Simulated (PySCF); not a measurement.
CHO, SMILES [C][OH+] (connectivity only; charge and spin as stated), charge +1, multiplicity 1.

Geometry: PBE0-D3(BJ)/def2-TZVPD.

Method: PySCF with TDDFT-PBE/def2-TZVPD.

Vertical excitations; the highest root listed may be one member of a degenerate set. Isolated molecule, no solvent. State labels are in the subgroup C2v.

Computed lowest excited states:
```
state  symmetry  energy (eV)  λ (nm)      f                                   main pairs
-----  --------  -----------  ------  -----  -------------------------------------------
S1           B1         8.21     151  0.088                   HOMO→LUMO (degenerate set)
S2           B2         8.21     151  0.088                 HOMO→LUMO+1 (degenerate set)
S3           A1         9.42     132  0.062                             HOMO→LUMO+2 98 %
S4           A2        10.51     118  0.000         HOMO−1→LUMO 50 %, HOMO−2→LUMO+1 50 %
S5           A1        10.78     115  0.000  HOMO−2→LUMO, HOMO−1→LUMO+1 (degenerate set)
S6           A2        10.78     115  0.000  HOMO−2→LUMO+1, HOMO−1→LUMO (degenerate set)
S7           A1        13.02      95  0.025                             HOMO→LUMO+3 96 %
S8           B1        13.59      91  0.013               HOMO−2→LUMO+2 (degenerate set)
S9           B2        13.59      91  0.013               HOMO−1→LUMO+2 (degenerate set)
S10          B1        13.79      90  0.033                             HOMO→LUMO+4 92 %
T1           B1         4.94     251      0                   HOMO→LUMO (degenerate set)
T2           B2         4.94     251      0                 HOMO→LUMO+1 (degenerate set)
T3           A1         8.95     139      0                             HOMO→LUMO+2 96 %
T4           A1         9.05     137      0         HOMO−2→LUMO 48 %, HOMO−1→LUMO+1 48 %
```
Triplets are in the Tamm–Dancoff approximation, which puts them higher than full response would, so one can lie above its singlet here.
